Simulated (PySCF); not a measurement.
## Calculated NMR parameters of F[Si@@H]1CC[C@@H]1C1[SiH2][SiH2][SiH2]1

* Formula: C4H13FSi4
* SMILES: F[Si@@H]1CC[C@@H]1C1[SiH2][SiH2][SiH2]1
* InChI: InChI=1S/C4H13FSi4/c5-9-2-1-3(9)4-6-8-7-4/h3-4,9H,1-2,6-8H2/t3-,9-/m1/s1
* Point group of the computed structure: C1
* Degrees of unsaturation: 2
* Carbon signals: 4
* Proton signals: 13

Molfile (atoms numbered from 1):
```
C4H13FSi4
     RDKit          3D

 22 23  0  0  0  0  0  0  0  0999 V2000
   -0.5043   -2.0509    1.0308 F   0  0  0  0  0  0  0  0  0  0  0  0
   -1.4530   -0.7377    1.1489 Si  0  0  2  0  0  4  0  0  0  0  0  0
   -2.6347   -0.4533   -0.3146 C   0  0  0  0  0  0  0  0  0  0  0  0
   -1.8832    0.8375   -0.7153 C   0  0  0  0  0  0  0  0  0  0  0  0
   -0.7666    0.8611    0.3639 C   0  0  2  0  0  0  0  0  0  0  0  0
    0.6639    0.8986   -0.1689 C   0  0  0  0  0  0  0  0  0  0  0  0
    1.1551   -0.4897   -1.4452 Si  0  0  0  0  0  4  0  0  0  0  0  0
    2.9055   -1.0700   -0.0137 Si  0  0  0  0  0  4  0  0  0  0  0  0
    2.0034    0.6895    1.2247 Si  0  0  0  0  0  4  0  0  0  0  0  0
   -1.9102   -0.8086    2.5253 H   0  0  0  0  0  0  0  0  0  0  0  0
   -3.6810   -0.2791   -0.0735 H   0  0  0  0  0  0  0  0  0  0  0  0
   -2.6069   -1.2134   -1.0927 H   0  0  0  0  0  0  0  0  0  0  0  0
   -1.4673    0.7749   -1.7202 H   0  0  0  0  0  0  0  0  0  0  0  0
   -2.5238    1.7175   -0.6682 H   0  0  0  0  0  0  0  0  0  0  0  0
   -0.9008    1.7284    1.0194 H   0  0  0  0  0  0  0  0  0  0  0  0
    0.7891    1.8773   -0.6509 H   0  0  0  0  0  0  0  0  0  0  0  0
    0.0745   -1.4398   -1.7316 H   0  0  0  0  0  0  0  0  0  0  0  0
    1.4459    0.1212   -2.7563 H   0  0  0  0  0  0  0  0  0  0  0  0
    4.2817   -0.9115   -0.5134 H   0  0  0  0  0  0  0  0  0  0  0  0
    2.9152   -2.4040    0.5969 H   0  0  0  0  0  0  0  0  0  0  0  0
    1.3478    0.4248    2.5157 H   0  0  0  0  0  0  0  0  0  0  0  0
    2.7393    1.9465    1.4379 H   0  0  0  0  0  0  0  0  0  0  0  0
  1  2  1  0
  2  3  1  0
  3  4  1  0
  4  5  1  0
  5  6  1  0
  6  7  1  0
  7  8  1  0
  8  9  1  0
  5  2  1  0
  9  6  1  0
  2 10  1  1
  3 11  1  0
  3 12  1  0
  4 13  1  0
  4 14  1  0
  5 15  1  1
  6 16  1  0
  7 17  1  0
  7 18  1  0
  8 19  1  0
  8 20  1  0
  9 21  1  0
  9 22  1  0
M  END
```

Non-relativistic, single conformer, gas phase. Geometry from GFN2-xTB; shieldings: GIAO PBE0/pcSseg-1; PySCF 2.14.0 with density-fitted response routines.

Shifts are taken against calculated references (same method and geometry level): 1H (σ = 31.72 ppm) and 13C (σ = 186.93 ppm) and 29Si (σ = 349.16 ppm) against TMS; CFCl3 for 19F (σ = 170.95 ppm).

| carbon | δC, type | δH (multiplicity) | HMBC from (2–3 bonds) | span of the C tensor (ppm) |
| --- | --- | --- | --- | --- |
| C3 | 22.3, CH2 | H11 1.67 (m); H12 1.92 (m) | H10, H15, H14, H13 | 46 |
| C4 | 30.5, CH2 | H13 1.53 (m); H14 2.51 (m) | H10, H15, H12, H16, H11 | 50 |
| C5 | 46.7, CH | 2.58 (m) | H10, H17, H22, H18, H21, H14, H12, H16, H11, H13 | 61 |
| C6 | 19.2, CH | 1.90 (m) | H10, H17, H22, H18, H20, H19, H21, H15, H14, H13 | 49 |

Other nuclei:
| atoms | nucleus | environment | δ (ppm) | σ (ppm) |
| --- | --- | --- | --- | --- |
| H10 | 1H | hydrogen on a silicon bonded to 2 C, F, in a 4-membered ring | 5.85 | 25.87 |
| H17 | 1H | hydrogen on a silicon bonded to C, Si, in a 4-membered ring | 4.79 | 26.93 |
| H22 | 1H | hydrogen on a silicon bonded to C, Si, in a 4-membered ring | 4.73 | 26.99 |
| H18 | 1H | hydrogen on a silicon bonded to C, Si, in a 4-membered ring | 4.72 | 26.99 |
| H20 | 1H | hydrogen on a silicon bonded to 2 Si, in a 4-membered ring | 4.41 | 27.31 |
| H19 | 1H | hydrogen on a silicon bonded to 2 Si, in a 4-membered ring | 4.28 | 27.44 |
| H21 | 1H | hydrogen on a silicon bonded to C, Si, in a 4-membered ring | 4.25 | 27.47 |
| F1 | 19F | fluorine bonded to Si | -181.7 | 352.7 |
| Si2 | 29Si | silicon bonded to 2 C, F, H, in a 4-membered ring | 33.2 | 315.9 |
| Si9 | 29Si | silicon bonded to C, Si, 2 H, in a 4-membered ring | -50.1 | 399.3 |
| Si7 | 29Si | silicon bonded to C, Si, 2 H, in a 4-membered ring | -56.3 | 405.5 |
| Si8 | 29Si | silicon bonded to 2 Si, 2 H, in a 4-membered ring | -95.1 | 444.2 |

1. Carbon types of the structure: 2 × CH, 2 × CH2, leaving 7 H on heteroatoms.
2. δC 30.5: sp3 CH2 in a ring; a saturated carbon with 2 carbon neighbours and no heteroatom attached.
3. δC 22.3: sp3 CH2 bonded to Si.
4. δH 5.85: hydrogen on a silicon bonded to 2 C, F, in a 4-membered ring.
5. δH 4.79, 4.73, 4.72, 4.25: hydrogen on a silicon bonded to C, Si, in a 4-membered ring.
6. δH 4.41, 4.28: hydrogen on a silicon bonded to 2 Si, in a 4-membered ring.

Splittings by 19F in the carbon and heteronuclear signals aren't shown, as no couplings were computed. Shifts are as computed. Against solution values, carbons near 30 ppm lie about +3 ppm off and those near 130 ppm about +5 ppm. Of 1309 compounds with measured shifts, 239 miss one by over three times the rms of a fit or turn the order of signals round; such compounds aren't used in these exercises. Unscaled 19F shifts against computed CFCl3 carry errors that often reach 10 to 50 ppm. No couplings were computed; multiplicities are counted from neighbouring protons, with m where these are inequivalent, close in shift, in a saturated or five-membered ring or joined by F or P, and br s for small geminal =CH2 splittings.
